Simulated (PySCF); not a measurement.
SMILES COc1cccc(-c2cccs2)c1 at its GFN2-xTB optimised geometry (Å):

```
23

C      0.9330    -4.1820     0.0513
O      0.1096    -3.0420     0.0428
C      0.6994    -1.8129     0.0208
C      2.0715    -1.5883    -0.0003
C      2.5448    -0.2854    -0.0208
C      1.6793     0.7866    -0.0208
C      0.2970     0.5771    -0.0001
C     -0.6193     1.7005     0.0000
C     -1.9886     1.7005     0.0000
C     -2.5519     2.9914     0.0001
C     -1.6127     3.9718     0.0005
S     -0.0191     3.3363     0.0000
C     -0.1765    -0.7308     0.0208
H      1.5758    -4.2077     0.9372
H      1.5529    -4.2383    -0.8493
H      0.2562    -5.0343     0.0747
H      2.7738    -2.4064    -0.0010
H      3.6109    -0.1129    -0.0371
H      2.0651     1.7949    -0.0371
H     -2.5845     0.8063    -0.0012
H     -3.6109     3.1798     0.0000
H     -1.7542     5.0343     0.0008
H     -1.2324    -0.9438     0.0387
```

Calculation: PBE/def2-SVP run with PySCF.

Map of the Laplacian of the electron density (e/bohr⁵) on the plane z = 1.5 Å:

```
|                           |
|                           |
|                           |
|                           |
|                           |
|          ..               |
|         .::.:.            |
|        .::::-:.           |
|        .:..:-.            |
|        .:..:..            |
|         ::::..            |
|         ....:....         |
|            .::::.         |
|            .:...:.        |
|            .:...:.        |
|            .::..:.        |
|             .::::.        |
|             .:...         |
|            .::.           |
|            .:-=:.         |
|             .=@@:         |
|              -**.         |
|              ...          |
|                           |
|                           |
|                           |
|                           |
```
Scale: ten equal steps from 0.000 (start of ' ') to 0.072 (end of '@'), in the order ' .:-=+*#%@'; x runs from -7.50 to 7.50, y from -7.50 (bottom) to 7.50 (top).
